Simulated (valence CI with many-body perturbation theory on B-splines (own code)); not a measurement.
**Level structure of Al VII**

Method: relativistic CI+MBPT: five valence electrons over a frozen Dirac-Fock core [He], a basis of 11 s, 11 p, 10 d, 8 f, 5 g, 2 h functions for each j, with the one-electron correlation potential Σ1 (screened to all orders), the two-electron term Σ2, the three-electron term Σ3, Breit, model QED; selected single and double excitations, second order for the rest, scaled by the run's own slope (own B-spline code, finite nucleus).

Set against measurement, 28 paired levels are off by 260 cm⁻¹ on average, the worst by 599. These come from a selection out of NIST levels in Kelleher and Podobedova, J. Phys. Chem. Ref. Data 37, 709 (2008); Martin and Zalubas, J. Phys. Chem. Ref. Data 8, 817 (1979). Levels without a partner in it may be off by more. Among the levels kept, up to 5600 cm⁻¹ of a level comes from second order outside the variational space, and about a tenth of that is noise between levels of different J, which matters for small intervals. 2 measured levels below the end of the list, from 1318010 cm⁻¹ on, found no clear computed partner, and computed levels of the same name lie up to 5257 cm⁻¹ from them.

Levels 136 to 180 of 192, with energies above the lowest level, 2s²2p³ ⁴S°_3/2. "Leading %" is the weight of the configuration and term that name the level; weights of strongly mixed levels are sums over their largest components and can fall short. In the jj column 3d3/2^4 stands for four electrons in 3d with j = 3/2.

| No. | Configuration | Term | J | E (eV) | Leading % | g | Second component | Leading jj |
| --- | --- | --- | --- | --- | --- | --- | --- | --- |
| 136 | 2s2p³3p | ²D | 5/2 | 192.70 | 66 | 1.326 | 23 % 2s2p³3p ⁴P | 2s 2p3/2^3 3p1/2 (27 %) |
| 137 | 2s2p³3p | ⁴P | 5/2 | 192.76 | 50 | 1.473 | 29 % 2s2p³3p ²D | 2s 2p3/2^3 3p3/2 (44 %) |
| 138 | 2s2p³3s | ⁴S° | 3/2 | 192.87 | 88 | 1.999 | 6 % 2s²2p²4p ⁴S° | 2s 2p1/2 2p3/2^2 3s (49 %) |
| 139 | 2s²2p²4p | ⁴D° | 1/2 | 193.82 | 90 | 0.059 |  | 2s^2 2p1/2^2 4p1/2 (44 %) |
| 140 | 2s²2p²4p | ⁴D° | 3/2 | 193.90 | 85 | 1.238 | 7 % 2s²2p²4p ⁴P° | 2s^2 2p1/2 2p3/2 4p1/2 (47 %) |
| 141 | 2s²2p²4p | ⁴D° | 5/2 | 194.06 | 85 | 1.388 | 7 % 2s²2p²4p ⁴P° | 2s^2 2p1/2 2p3/2 4p3/2 (74 %) |
| 142 | 2s²2p²4p | ⁴P° | 1/2 | 194.24 | 90 | 2.607 | 4 % 2s2p³3d ⁴P° | 2s^2 2p1/2 2p3/2 4p1/2 (54 %) |
| 143 | 2s²2p²4p | ⁴D° | 7/2 | 194.30 | 91 | 1.428 | 5 % 2s2p³3d ⁴D° | 2s^2 2p3/2^2 4p3/2 (56 %) |
| 144 | 2s²2p²4p | ⁴P° | 3/2 | 194.32 | 82 | 1.697 | 6 % 2s²2p²4p ⁴D° | 2s^2 2p1/2 2p3/2 4p3/2 (30 %) |
| 145 | 2s²2p²4p | ⁴P° | 5/2 | 194.50 | 84 | 1.579 | 7 % 2s²2p²4p ⁴D° | 2s^2 2p3/2^2 4p3/2 (30 %) |
| 146 | 2s2p³3d | ⁴F° | 3/2 | 194.67 | 98 | 0.399 |  | 2s 2p1/2 2p3/2^2 3d3/2 (43 %) |
| 147 | 2s2p³3d | ⁴F° | 5/2 | 194.69 | 96 | 1.022 |  | 2s 2p1/2 2p3/2^2 3d3/2 (48 %) |
| 148 | 2s2p³3d | ⁴F° | 7/2 | 194.71 | 94 | 1.230 |  | 2s 2p1/2 2p3/2^2 3d3/2 (44 %) |
| 149 | 2s2p³3d | ⁴F° | 9/2 | 194.74 | 94 | 1.327 |  | 2s 2p1/2 2p3/2^2 3d5/2 (76 %) |
| 150 | 2s2p³3d | ⁴G° | 11/2 | 194.96 | 93 | 1.273 | 5 % 2s²2p²4f ⁴G° | 2s 2p1/2 2p3/2^2 3d5/2 (93 %) |
| 151 | 2s2p³3d | ⁴G° | 9/2 | 194.96 | 89 | 1.179 | 5 % 2s²2p²4f ⁴G° | 2s 2p1/2 2p3/2^2 3d5/2 (45 %) |
| 152 | 2s2p³3d | ⁴G° | 7/2 | 194.97 | 90 | 0.993 | 5 % 2s²2p²4f ⁴G° | 2s 2p1/2 2p3/2^2 3d3/2 (38 %) |
| 153 | 2s2p³3d | ⁴G° | 5/2 | 194.97 | 91 | 0.578 | 6 % 2s²2p²4f ⁴G° | 2s 2p1/2 2p3/2^2 3d3/2 (38 %) |
| 154 | 2s²2p²4p | ²D° | 3/2 | 195.20 | 76 | 0.861 | 9 % 2s2p³3s ²D° | 2s^2 2p1/2 2p3/2 4p3/2 (35 %) |
| 155 | 2s²2p²4p | ⁴S° | 3/2 | 195.34 | 75 | 1.911 | 6 % 2s²2p²4p ²P° | 2s^2 2p3/2^2 4p1/2 (30 %) |
| 156 | 2s²2p²4p | ²P° | 1/2 | 195.34 | 85 | 0.689 | 4 % 2s2p³3s ²P° | 2s^2 2p1/2 2p3/2 4p3/2 (47 %) |
| 157 | 2s²2p²4p | ²P° | 3/2 | 195.49 | 72 | 1.360 | 8 % 2s²2p²4p ⁴S° | 2s^2 2p1/2 2p3/2 4p3/2 (41 %) |
| 158 | 2s²2p²4p | ²D° | 5/2 | 195.51 | 86 | 1.203 | 8 % 2s2p³3s ²D° | 2s^2 2p3/2^2 4p3/2 (32 %) |
| 159 | 2s2p³3p | ²S | 1/2 | 195.62 | 96 | 2.000 |  | 2s 2p3/2^3 3p3/2 (26 %) |
| 160 | 2s2p³3s | ²S° | 1/2 | 195.77 | 52 | 1.977 | 22 % 2s²2p²4p ²S° | 2s 2p1/2 2p3/2^2 3s (29 %) |
| 161 | 2s2p³3d | ⁴D° | 7/2 | 196.06 | 92 | 1.429 | 5 % 2s²2p²4p ⁴D° | 2s 2p1/2 2p3/2^2 3d5/2 (60 %) |
| 162 | 2s²2p²4s | ²D | 5/2 | 196.09 | 92 | 1.201 |  | 2s^2 2p1/2 2p3/2 4s (57 %) |
| 163 | 2s²2p²4s | ²D | 3/2 | 196.10 | 92 | 0.801 |  | 2s^2 2p1/2 2p3/2 4s (56 %) |
| 164 | 2s2p³3d | ⁴D° | 5/2 | 196.10 | 93 | 1.372 | 4 % 2s²2p²4p ⁴D° | 2s 2p1/2 2p3/2^2 3d3/2 (40 %) |
| 165 | 2s2p³3d | ⁴D° | 3/2 | 196.12 | 93 | 1.200 |  | 2s 2p1/2 2p3/2^2 3d3/2 (39 %) |
| 166 | 2s2p³3d | ⁴D° | 1/2 | 196.12 | 93 | -0.001 |  | 2s 2p1/2 2p3/2^2 3d3/2 (37 %) |
| 167 | 2s2p³3d | ²G° | 9/2 | 196.37 | 93 | 1.111 | 5 % 2s²2p²4f ²G° | 2s 2p1/2 2p3/2^2 3d3/2 (50 %) |
| 168 | 2s2p³3d | ²G° | 7/2 | 196.38 | 92 | 0.889 | 6 % 2s²2p²4f ²G° | 2s 2p1/2 2p3/2^2 3d5/2 (39 %) |
| 169 | 2s2p³3d | ²S° | 1/2 | 196.74 | 73 | 1.997 | 14 % 2s²2p²4p ²S° | 2s 2p1/2 2p3/2^2 3d5/2 (42 %) |
| 170 | 2s2p³3d | ⁴P° | 5/2 | 197.33 | 92 | 1.600 | 4 % 2s²2p²4p ⁴P° | 2s 2p1/2 2p3/2^2 3d5/2 (51 %) |
| 171 | 2s2p³3d | ⁴P° | 3/2 | 197.41 | 92 | 1.732 |  | 2s 2p1/2 2p3/2^2 3d3/2 (48 %) |
| 172 | 2s2p³3d | ⁴P° | 1/2 | 197.45 | 92 | 2.664 |  | 2s 2p1/2 2p3/2^2 3d3/2 (32 %) |
| 173 | 2s²2p²4d | ⁴F | 3/2 | 197.90 | 91 | 0.444 | 4 % 2s²2p²4d ⁴D | 2s^2 2p1/2^2 4d3/2 (46 %) |
| 174 | 2s²2p²4d | ⁴F | 5/2 | 197.99 | 87 | 1.062 | 9 % 2s²2p²4d ⁴D | 2s^2 2p1/2 2p3/2 4d3/2 (48 %) |
| 175 | 2s2p³3d | ²P° | 3/2 | 197.99 | 90 | 1.339 |  | 2s 2p1/2 2p3/2^2 3d5/2 (57 %) |
| 176 | 2s2p³3d | ²D° | 5/2 | 198.07 | 80 | 1.196 | 14 % 2s²2p²4f ²D° | 2s 2p1/2 2p3/2^2 3d5/2 (34 %) |
| 177 | 2s2p³3d | ²P° | 1/2 | 198.08 | 92 | 0.671 |  | 2s 2p1/2 2p3/2^2 3d5/2 (51 %) |
| 178 | 2s²2p²4d | ⁴F | 7/2 | 198.13 | 86 | 1.257 | 10 % 2s²2p²4d ⁴D | 2s^2 2p1/2 2p3/2 4d5/2 (76 %) |
| 179 | 2s2p³3d | ⁴S° | 3/2 | 198.17 | 91 | 1.993 | 4 % 2s²2p²4p ⁴S° | 2s 2p1/2 2p3/2^2 3d5/2 (35 %) |
| 180 | 2s2p³3d | ²D° | 3/2 | 198.30 | 82 | 0.802 | 12 % 2s²2p²4f ²D° | 2s 2p1/2 2p3/2^2 3d5/2 (37 %) |

Names give the largest LS component (configuration and term), which can be under half, so a name can repeat, a term be missing and a line seem to break the LS rules; names also repeat where a configuration has a term twice.

Where two levels of one J and parity lie close, their mixing, g and order are uncertain.
